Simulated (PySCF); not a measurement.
**Vertical excitation energies**

Species: C5H9NOSi.
SMILES: `CC[C@]([SiH3])(C#N)C=O`

Computed with TDDFT PBE0/def2-SVPD, vertical, gas phase, core orbitals frozen in the response in PySCF. Isolated species at its GFN2-xTB geometry (one conformer only). Torsions of this conformer, `[CH3:1][CH2:2][C@:3]([SiH3:4])([C:5]#[N:6])[CH:7]=[O:8]`: C1–C2–C3–Si4 177°, C2–C3–C7–O8 -27°.

**Question.** What does the calculation give for the low-lying excited states?

**Answer.** 

```tsv
state	λ (nm)	E (eV)	f	main configurations (H = HOMO, L = LUMO)
S1	289.6	4.28	0.0013	H→L (93%)
S2	197.8	6.27	0.047	H-1→L (90%)
S3	187.3	6.62	0.020	H→L+1 (94%)
S4	175.2	7.08	0.013	H→L+3 (54%), H-2→L (19%)
S5	173.3	7.16	0.0028	H-2→L (69%), H→L+3 (21%)
S6	170.3	7.28	0.013	H→L+2 (78%)
S7	165.6	7.48	0.0006	H-3→L (94%)
S8	163.9	7.57	0.0076	H-4→L (57%), H-1→L+3 (17%)
```

Triplets, Tamm–Dancoff:

```tsv
state	E (eV)	λ (nm)	main configurations (H = HOMO, L = LUMO)
T1	3.68	337.2	H→L (92%)
T2	5.37	230.8	H-1→L (69%), H-9→L (12%)
T3	6.12	202.4	H→L+1 (25%), H-1→L+1 (17%), H-1→L+2 (9%)
```

The lowest singlet lies at 4.28 eV (290 nm, ultraviolet) and is very weak; its leading configuration is HOMO→LUMO (93%). The strongest level in the table is S2 at 6.27 eV (198 nm, f = 0.047). S1 has the pattern of n→π* at C=O. The oscillator strengths of these states sum to 0.104; summed over the whole spectrum of an exact calculation they would give the number of electrons, 68 (Thomas–Reiche–Kuhn). Weighted by f, the mean energy of these states is 6.66 eV. Orbital energies (eV): HOMO-3 -10.26, HOMO-2 -10.00, HOMO-1 -9.04, HOMO -8.05, LUMO -1.59, LUMO+1 -0.31, LUMO+2 0.26. No computed singlet lies in the visible range (380 to 750 nm); the lowest, at 290 nm, stands 1.02 eV above its violet end (3.26 eV). The window holds the lowest 8 singlets.
